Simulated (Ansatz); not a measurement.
Reaction (ligand exchange at the Al–N bond): `C[NH][Al]([F])[Br]` + HBr → `[F][Al]([Br])[Br]` + CH₃NH₂

Isolated molecules relaxed with PBE0-D4/def2-TZVP in Ansatz; ΔE leaves out vibrations. CCSD(T)/CBS is the MP2 limit (def2-TZVPP, def2-QZVPP) plus CCSD(T) − MP2 in def2-TZVPP, frozen cores. For Br outer-core shells are correlated without core-valence functions, which leaves a few kJ/mol of doubt a bond. Scalar relativity is left out up to krypton. Each species was taken in one conformer, which may not be the lowest.

```tsv
species	CCSD(T)/CBS(def2) energy (Eh)
`C[NH][Al]([F])[Br]`	-3010.47210
HBr	-2573.91920
`[F][Al]([Br])[Br]`	-5488.66195
CH₃NH₂	-95.75281
```

**Question.** Work out ΔE.

**Answer.** ΔE = (-5488.66195) + (-95.75281) − (-3010.47210) − (-2573.91920) = -0.02346 Eh = -61.6 kJ/mol.

**Question.** What do rigid-rotor, harmonic-oscillator terms from PBE0-D4/def2-TZVP frequencies (298.15 K, 1 bar) make of the CCSD(T)/CBS value? (An estimate is asked.)

**Answer.** The calculation gave: ΔZPE = +12.0 kJ/mol, ΔH = -51.6 kJ/mol, ΔS = 12 J/(mol·K), ΔG = -55.3 kJ/mol.

Largest T1 diagnostic among the species: 0.010.

From PBE to PBE0 (25 % exact exchange), in def2-TZVPP and without D4, ΔE moves by −3.5 kJ/mol. In def2-TZVPP, CCSD(T) changes the Hartree–Fock value by +12.9 kJ/mol (the triples alone add +0.8 kJ/mol) and MP2 by +10.1 kJ/mol. Leaving LDA and LC-ωPBE aside and taking each functional with its dispersion term where it has one, the values, not all of them listed here, spread over 11.6 kJ/mol, from PBE-QIDH to BLYP-D4. LDA lies +9.7 kJ/mol from PBE without D4.
